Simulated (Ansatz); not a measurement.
A single point on `CN[SiH](S)Cl`.

```yaml
crystal:
  periodic: [false, false, false]
  atoms:
    - {symbol: C, position_ang: [-1.077690, -0.390221, 1.174427]}
    - {symbol: N, position_ang: [0.220818, 0.190862, 0.896384]}
    - {symbol: Si, position_ang: [0.885923, 0.463353, -0.634626]}
    - {symbol: S, position_ang: [0.865874, -1.395665, -1.667344]}
    - {symbol: Cl, position_ang: [-0.133669, 1.823819, -1.818833]}
    - {symbol: H, position_ang: [-1.852219, 0.367798, 1.332771]}
    - {symbol: H, position_ang: [-1.385479, -1.010582, 0.331106]}
    - {symbol: H, position_ang: [-1.035175, -1.033403, 2.057287]}
    - {symbol: H, position_ang: [0.603368, 0.728154, 1.658842]}
    - {symbol: H, position_ang: [2.230262, 1.038662, -0.426126]}
    - {symbol: H, position_ang: [0.743388, -0.839577, -2.883187]}
basis:
  gaussian: {orbitals: def2-QZVPP}
correlation: {method: mp2}
```

```sh
$ ansatz run in.yaml --threads 4 --pin off --events-out ev --progress --plain --max-ram 10444MiB
```

Output, abridged:

```
Functional definition: HF
  name "HF"
  cite "Fock, Z. Phys. 61, 126 (1930) doi:10.1007/BF01340294"
  parent pbe
  exchange = exact_x
  correlation = 0
2974 factors; integrals over basis functions are off by at most 9.0e-4 eV
mean field evaluation 1: about -33792.8918 eV, gradient 3.7e1 eV
mean field evaluation 2: about -33793.0718 eV, gradient 3.8e1 eV
mean field evaluation 4: about -33796.5498 eV, gradient 4.1e0 eV
mean field evaluation 8: about -33796.6167 eV, gradient 3.2e-1 eV
mean field -33796.61728346 eV, -1242.0027769972 hartree, gradient 6.6e-6 eV, S^2 0.000000; 0 other end points of the search recorded, 0 dependent functions left out
17 core orbitals not correlated: weight in the atoms' cores, before any rotation towards them, 1.000 or more for the frozen orbitals, at most 0.000 for the correlated occupied ones
reference -33796.61728346 eV, -1242.0027769972 hartree; 16, 16 occupied and 471, 471 virtual orbitals, 2974 factors
second order -25.77544849 eV of doubles, -0.00000000 eV of singles
Total energy: -33822.39273195 eV, -1242.9500072580 hartree
```

It took 26 s on 4 threads of an Arm Neoverse V1 on a shared host, with 3.3 GiB of host memory at the peak.
